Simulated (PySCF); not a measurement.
An unknown is described by computed data only.

Formula: C10H15FN; charge -1.

- Rotational structure: rotational constants A, B, C: 0.936, 0.658, 0.416 GHz [PBE0-D3(BJ)/def2-SVP]
- 1H NMR: chemical shifts (computed TMS as zero) by class: 4.58 (1 H), 2.46 (2 H), 2.31 (2 H), 1.71 (2 H), 1.11 (2 H), 0.93 (3 H), 0.86 (3 H) ppm [GIAO PBE/pcSseg-1]
- NMR, other nuclei: isotropic shieldings of nuclei other than C and H, by class: 2 (1 N), 307 (1 F) ppm [GIAO PBE/pcSseg-1]
- Couplings: largest of the computed one-bond spin–spin couplings (means over like bonds): 19F–13C -270.4, 13C–1H +166.5, 13C–1H +133.8 (×2), 13C–1H +130.6 (×3), 13C–1H +127.8 (×2), 13C–1H +127.7 (×3), 13C–1H +125.4 (×2), 13C–1H +124.7 (×2) Hz [B3LYP/pcJ-1, spin–dipole term left out for some pairs]
- 13C NMR: chemical shifts (computed TMS as zero) by class: 160.8 (1 C), 120.7 (1 C), 109.6 (1 C), 81.7 (1 C), 37.6 (1 C), 33.9 (1 C), 31.5 (1 C), 29.5 (1 C), 18.2 (1 C), 15.3 (1 C) ppm [GIAO PBE/pcSseg-1]

Gas-phase values; electronic properties from PySCF, density fitting. Levels stand in brackets. NMR shifts are as computed; neighbouring signals can stand in another order in a measured spectrum. Isolated species at its PBE0-D3(BJ)/def2-SVP geometry (one conformer only). The geometry's basis has no diffuse functions, a weakness for an anion. The HOMO energy is positive, so at this level the finite basis confines the outermost electrons. No diffuse functions stand in pcJ-1 and pcSseg-1, which bears on an anion's orbital energies. NMR classes are plain means over equivalent atoms (diastereotopic ones count apart unless rotation or inversion swaps them), as if these changed places fast.

Question: Give a SMILES that accounts for the data.

Answer: Numbering: `[CH3:1][CH2:2][CH2:3][c:4]1[cH:5][c:6]([F:7])[n-:8][c:9]1[CH2:10][CH2:11][CH3:12]`. 10 carbons fall into 10 classes; from least to most shielded: aromatic C–F carbon [C6] (160.8 ppm), substituted aromatic carbon [C9] (120.7 ppm), substituted aromatic carbon [C4] (109.6 ppm), aromatic CH carbon [C5] (81.7 ppm), benzylic-type carbon [C10] (37.6 ppm), benzylic-type carbon [C3] (33.9 ppm), chain CH2 carbon [C2] (31.5 ppm), chain CH2 carbon [C11] (29.5 ppm), methyl carbon [C12] (18.2 ppm), methyl carbon [C1] (15.3 ppm). Hydrogen classes from least to most shielded: 1 H on an aromatic CH carbon, C5 (4.58 ppm), 2 H on a benzylic-type carbon, C3 (2.46 ppm, a mean of values up to 0.9 ppm apart in this geometry), 2 H on a benzylic-type carbon, C10 (2.31 ppm), 2 H on a chain CH2 carbon, C11 (1.71 ppm, a mean of values up to 1.6 ppm apart in this geometry), 2 H on a chain CH2 carbon, C2 (1.11 ppm), 3 H on a methyl carbon, C1 (0.93 ppm, a mean of values up to 2.0 ppm apart in this geometry), 3 H on a methyl carbon, C12 (0.86 ppm). The other shieldings belong to: 2 ppm, two-coordinate ring nitrogen [N8]; 307 ppm, aryl fluorine [F7]. The couplings run between: -270.4 Hz, aryl fluorine [F7] and aromatic C–F carbon [C6]; +166.5 Hz, aromatic CH carbon [C5] and its hydrogen; +133.8 Hz, chain CH2 carbon [C11] and its hydrogen (with 1 like pair); +130.6 Hz, methyl carbon [C1] and its hydrogen (with 2 like pairs); +127.8 Hz, chain CH2 carbon [C2] and its hydrogen (with 1 like pair); +127.7 Hz, methyl carbon [C12] and its hydrogen (with 2 like pairs); +125.4 Hz, benzylic-type carbon [C3] and its hydrogen (with 1 like pair); +124.7 Hz, benzylic-type carbon [C10] and its hydrogen (with 1 like pair). The optimised geometry has point group C1 and is an asymmetric top. Structure: `CCCC1=C(CCC)[N-]C(F)=C1`. The assignments are read from this structure; whether some other isomer fits the data as well wasn't checked.

Conformer computed: `[CH3:1][CH2:2][CH2:3][c:4]1[cH:5][c:6]([F:7])[n-:8][c:9]1[CH2:10][CH2:11][CH3:12]`: C1–C2–C3–C4 -62°, C2–C3–C4–C5 92°, N8–C9–C10–C11 52°, C9–C10–C11–C12 -173°.

One-bond C–F couplings are unscaled; at this level they come out some 30 % too large in size.
